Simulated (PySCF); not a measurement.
SnH2Cl2, SMILES [Cl][SnH2][Cl].

Geometry optimised at PBE-D3(BJ)/def2-SVP. The def2 effective core potentials stand for the cores of Sn; spin–orbit coupling is left out.

Computed with ωB97X/def2-TZVPD (PySCF).

Question: Estimate the frontier levels, gap, dipole moment and polarisability. (An estimate is asked for; the answer gives what the named calculation found.)

Answer: 
```
Quantity                                                                                                        Value
---------------------------------------------------------------------------------------------  ----------------------
highest occupied level                                                                                      -11.38 eV
lowest empty level                                                                                            0.14 eV
orbital gap                                                                                                  11.53 eV
dipole moment                                                                                                  2.85 D
quadrupole, principal values (traceless, Buckingham form, about the centre of nuclear charge)   -6.32, 2.90, 3.42 D·Å
mean static polarisability                                                                      69.3 bohr³ (10.26 Å³)
polarisability, principal values                                                               60.7, 67.3, 79.8 bohr³
```
